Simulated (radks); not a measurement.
Q: All-electron calculation, non-relativistic Kohn-Sham, LB94 model potential, spin-unpolarised, spherical densities, point nucleus. Program: a radial shooting solver on a logarithmic mesh with Libxc functionals. Response by self-consistent Sternheimer equations with the Hartree and adiabatic LDA kernel. For heavy and open-shell atoms this level of theory can miss by tens of per cent. Rank Cd3+, Be, Zn+, Mg+, Sr+, Tc3+ (NIST ground configurations) by static dipole polarisability, largest first.

A: Sr+ 63.14, Be 42.88, Mg+ 23.90, Zn+ 13.26, Tc3+ 5.248, Cd3+ 3.591 bohr^3.
